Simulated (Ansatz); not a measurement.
`C=C(F)B[SiH3]` + `N=C=CN` → `N=C=CNB[SiH3]` + `C=CF`  (ligand exchange at a B–C bond)

Gas-phase electronic energies from Ansatz, PBE0-D4/def2-TZVP geometries. CBS: MP2 limit from def2 TZ/QZ plus the TZ coupled-cluster correction, frozen cores. DFT in def2-TZVPP. B3LYP here is the variant with VWN-RPA as its local correlation; programs differ in this. Each species was taken in one conformer, which may not be the lowest.

```csv
level,ΔE (kJ/mol),difference from CCSD(T)/CBS
PBE-D4,-131.1,-1.2
r2SCAN-D4,-130.7,-0.8
PBE0-D4,-130.1,-0.2
B3LYP-D4,-130.4,-0.5
ωB97X-V,-126.7,3.2
ωB97M-V,-128.8,1.1
B2PLYP,-131.8,-1.9
PBE,-131.2,-1.3
r2SCAN,-130.5,-0.6
PBE0,-130.3,-0.4
B3LYP,-130.8,-0.9
HF/def2-TZVPP,-122.1,7.8
MP2/def2-TZVPP,-134.0,-4.1
SCS-MP2/def2-TZVPP,-131.5,-1.6
CCSD/def2-TZVPP,-130.0,-0.1
CCSD(T)/def2-TZVPP,-131.3,-1.4
HF/def2-QZVPP,-122.5,7.4
MP2/def2-QZVPP,-133.3,-3.4
SCS-MP2/def2-QZVPP,-130.9,-1.0
HF/CBS(def2),-122.6,7.3
MP2/CBS(def2),-132.5,-2.6
CCSD/CBS(def2),-128.5,1.4
CCSD(T)/CBS,-129.9,0
```

Largest T1 diagnostic among the species: 0.016.

In def2-TZVPP, CCSD(T) changes the Hartree–Fock value by −9.2 kJ/mol (the triples alone add −1.3 kJ/mol) and MP2 by −11.9 kJ/mol.
